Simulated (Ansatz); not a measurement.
Total energies of `C=C[NH][AlH][SiH3]`.

```tsv
atom	x (Å)	y (Å)	z (Å)
C1	1.6817	2.2120	-1.2255
C2	0.5201	1.6358	-0.9160
N3	0.3453	0.4389	-0.2434
Al4	-1.1958	-0.3602	0.1871
Si5	-1.0314	-2.4882	1.3902
H6	2.6331	1.7630	-0.9596
H7	1.7009	3.1535	-1.7561
H8	-0.4116	2.1197	-1.2013
H9	1.2279	0.0127	0.0085
H10	-2.5112	0.4015	-0.2598
H11	-2.3717	-3.0624	1.6948
H12	-0.2784	-3.5022	0.5965
H13	-0.3086	-2.3240	2.6846
```

Total charge 0; spin multiplicity 1. The structure was optimised at the PBE0-D4/def2-TZVP level. It is one conformer, not always the lowest. Basis def2-TZVPP, Ansatz 0.2.0.

RPA on PBE orbitals: Hartree–Fock energy of these orbitals -665.70439 Eh, correlation -1.29612 Eh (frozen core).

```
             functional  energy without D4 (Eh)  D4 term (kJ/mol)
            LDA (SPW92)              -664.33237                 –
                    PBE              -667.29789             -24.9
                   BLYP              -667.70690             -54.0
                 r2SCAN              -667.63123              -6.4
                   PBE0              -667.36493             -21.2
                  B3LYP              -667.82332             -40.0
                r2SCANh              -667.62099              -6.8
                r2SCAN0              -667.60686              -7.5
HSE06 (plane-wave form)              -667.34424             -19.9
                  BHLYP              -667.68664             -31.6
              CAM-B3LYP              -667.70678             -21.7
                LC-ωPBE              -667.50132                 –
                 B2PLYP              -667.40920                 –
               PBE-QIDH              -667.16865                 –
```

Q: Give the same for revPBE, B97M-V, ωB97X-V, ωB97M-V. (Best estimate.)

A: Computed: 
| functional | energy without D4 (Eh) | D4 term (kJ/mol) |
| --- | --- | --- |
| revPBE | -667.61354 | -73.8 |
| B97M-V | -667.63225 | – |
| ωB97X-V | -667.63937 | – |
| ωB97M-V | -667.65424 | – |

B3LYP takes the VWN-RPA correlation (the form of Gaussian; ORCA's B3LYP/G). HSE06 is the plane-wave form, built on full-range PBE exchange. The double hybrids freeze the cores in their second-order part.

LC-ωPBE has ω = 0.4 bohr⁻¹.
